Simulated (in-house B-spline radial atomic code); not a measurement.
Whole-atom quantities along the 63-electron series, configuration [Xe] 4f9. Computed with an all-electron radial atomic-structure program (B-spline basis): non-relativistic Hartree-Fock, average of the configuration, point nuclei.

This level leaves out relativity, spin-orbit splitting included, which matters for heavy ions.

| ion | Z | E/Z² (Eh) | Σ<r²> (bohr²) | n(0)/Z³ (bohr⁻³) | Lamb diamagnetic shielding (ppm) | repulsion over attraction |
| --- | --- | --- | --- | --- | --- | --- |
| Tb2+ | 65 | -2.657 | 39.318 | 0.71212 | 7275.84 | 0.15733 |
| Dy3+ | 66 | -2.6721 | 35.053 | 0.71259 | 7421.45 | 0.15637 |
| Ho4+ | 67 | -2.687 | 31.669 | 0.71306 | 7566.48 | 0.15533 |
